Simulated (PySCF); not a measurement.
Isomers of C8H9F3, mass 162.066 u with the commonest isotopes. Level of theory: PBE0/pcSseg-1 in PySCF (dipole) on a GFN2-xTB geometry, gas phase. One conformer each, none proved a minimum here; rigid rotors.

Task: Order these by rotational constant C, largest first.
A. `[CH2:1]=[CH:2][CH:3]([CH:4]=[CH2:5])/[CH:6]=[CH:7]/[C:8]([F:9])([F:10])[F:11]` with C1–C2–C3–C4 -118°, C2–C3–C4–C5 123°, C2–C3–C6–C7 124°
B. `[CH2:1]=[CH:2]/[CH:3]=[CH:4]/[C:5](=[CH2:6])[CH2:7][C:8]([F:9])([F:10])[F:11]` with C1–C2–C3–C4 180°, C3–C4–C5–C6 178°, C4–C5–C7–C8 87°
C. `[CH2:1]=[CH:2][C@@H:3]1[CH2:4][C:5](=[CH2:6])[C@H:7]1[C:8]([F:9])([F:10])[F:11]` with C1–C2–C3–C4 -133°
D. `[CH2:1]=[C:2](/[CH:3]=[CH:4]/[CH3:5])[C:6](=[CH2:7])[C:8]([F:9])([F:10])[F:11]` with C1–C2–C3–C4 -164°, C1–C2–C6–C7 -132°
E. `[CH2:1]=[C:2](/[CH:3]=[CH:4]\[CH3:5])[C:6](=[CH2:7])[C:8]([F:9])([F:10])[F:11]` with C1–C2–C3–C4 -135°, C1–C2–C6–C7 -144°
F. `FC(F)(F)C1=C[C@@H]2CC[C@H]1C2`

Result: F (779.9 MHz), E (716.4 MHz), C (670.5 MHz), D (591.6 MHz), B (518.5 MHz), A (453.8 MHz).

Task: Order these by rotational constant B, smallest first.
A. `[CH2:1]=[CH:2]/[CH:3]=[CH:4]/[C:5](=[CH2:6])[CH2:7][C:8]([F:9])([F:10])[F:11]` with C1–C2–C3–C4 180°, C3–C4–C5–C6 178°, C4–C5–C7–C8 87°
B. `[CH2:1]=[CH:2][C@@H:3]1[CH2:4][C:5](=[CH2:6])[C@H:7]1[C:8]([F:9])([F:10])[F:11]` with C1–C2–C3–C4 -133°
C. `[CH2:1]=[CH:2][CH:3]([CH:4]=[CH2:5])/[CH:6]=[CH:7]/[C:8]([F:9])([F:10])[F:11]` with C1–C2–C3–C4 -118°, C2–C3–C4–C5 123°, C2–C3–C6–C7 124°
D. `FC(F)(F)C1=C[C@@H]2CC[C@H]1C2`
E. `[CH2:1]=[C:2](/[CH:3]=[CH:4]\[CH3:5])[C:6](=[CH2:7])[C:8]([F:9])([F:10])[F:11]` with C1–C2–C3–C4 -135°, C1–C2–C6–C7 -144°

Result: C (530.5 MHz), A (649.9 MHz), D (806.3 MHz), E (825.4 MHz), B (946.4 MHz).

Task: Order these by rotational constant A, smallest first.
A. `[CH2:1]=[CH:2][C@@H:3]1[CH2:4][C:5](=[CH2:6])[C@H:7]1[C:8]([F:9])([F:10])[F:11]` with C1–C2–C3–C4 -133°
B. `[CH2:1]=[C:2](/[CH:3]=[CH:4]\[CH3:5])[C:6](=[CH2:7])[C:8]([F:9])([F:10])[F:11]` with C1–C2–C3–C4 -135°, C1–C2–C6–C7 -144°
C. `[CH2:1]=[CH:2][CH:3]([CH:4]=[CH2:5])/[CH:6]=[CH:7]/[C:8]([F:9])([F:10])[F:11]` with C1–C2–C3–C4 -118°, C2–C3–C4–C5 123°, C2–C3–C6–C7 124°
D. `[CH2:1]=[CH:2]/[CH:3]=[CH:4]/[C:5](=[CH2:6])[CH2:7][C:8]([F:9])([F:10])[F:11]` with C1–C2–C3–C4 180°, C3–C4–C5–C6 178°, C4–C5–C7–C8 87°
E. `[CH2:1]=[C:2](/[CH:3]=[CH:4]/[CH3:5])[C:6](=[CH2:7])[C:8]([F:9])([F:10])[F:11]` with C1–C2–C3–C4 -164°, C1–C2–C6–C7 -132°
F. `[CH3:1][CH2:2]/[CH:3]=[CH:4]\[C:5]#[C:6][CH2:7][C:8]([F:9])([F:10])[F:11]` with C1–C2–C3–C4 -117°
G. `FC(F)(F)C1=C[C@@H]2CC[C@H]1C2`

Result: A (1436 MHz), D (1671 MHz), B (1725 MHz), C (1783 MHz), F (1886 MHz), E (1927 MHz), G (2232 MHz).

```json
{"SMILES": "C=C/C=C/C(=C)CC(F)(F)F", "point group": "C1", "Ia (u·Å²)": "302.42", "Ib (u·Å²)": "777.62", "Ic (u·Å²)": "974.66", "κ": "-0.77", "μa (D)": "1.15", "μb (D)": "1.43", "μc (D)": "1.19"}
{"SMILES": "C=C[C@@H]1CC(=C)[C@H]1C(F)(F)F", "point group": "C1", "Ia (u·Å²)": "352.05", "Ib (u·Å²)": "534.00", "Ic (u·Å²)": "753.77", "κ": "-0.28", "μa (D)": "1.85", "μb (D)": "1.52", "μc (D)": "0.40"}
{"SMILES": "FC(F)(F)C1=C[C@@H]2CC[C@H]1C2", "point group": "C1", "Ia (u·Å²)": "226.47", "Ib (u·Å²)": "626.77", "Ic (u·Å²)": "647.99", "κ": "-0.96", "μa (D)": "3.14", "μb (D)": "0.34", "μc (D)": "0.01"}
{"SMILES": "C=C(/C=C\\C)C(=C)C(F)(F)F", "point group": "C1", "Ia (u·Å²)": "292.95", "Ib (u·Å²)": "612.27", "Ic (u·Å²)": "705.42", "κ": "-0.78", "μa (D)": "2.37", "μb (D)": "0.36", "μc (D)": "0.91"}
{"SMILES": "C=CC(C=C)/C=C/C(F)(F)F", "point group": "C1", "Ia (u·Å²)": "283.51", "Ib (u·Å²)": "952.73", "Ic (u·Å²)": "1113.57", "κ": "-0.88", "μa (D)": "3.08", "μb (D)": "0.29", "μc (D)": "0.11"}
{"SMILES": "CC/C=C\\C#CCC(F)(F)F", "point group": "C1", "Ia (u·Å²)": "267.92", "Ib (u·Å²)": "962.04", "Ic (u·Å²)": "1112.64", "κ": "-0.90", "μa (D)": "1.04", "μb (D)": "1.32", "μc (D)": "0.18"}
{"SMILES": "C=C(/C=C/C)C(=C)C(F)(F)F", "point group": "C1", "Ia (u·Å²)": "262.28", "Ib (u·Å²)": "768.14", "Ic (u·Å²)": "854.25", "κ": "-0.90", "μa (D)": "2.69", "μb (D)": "0.48", "μc (D)": "1.04"}
```
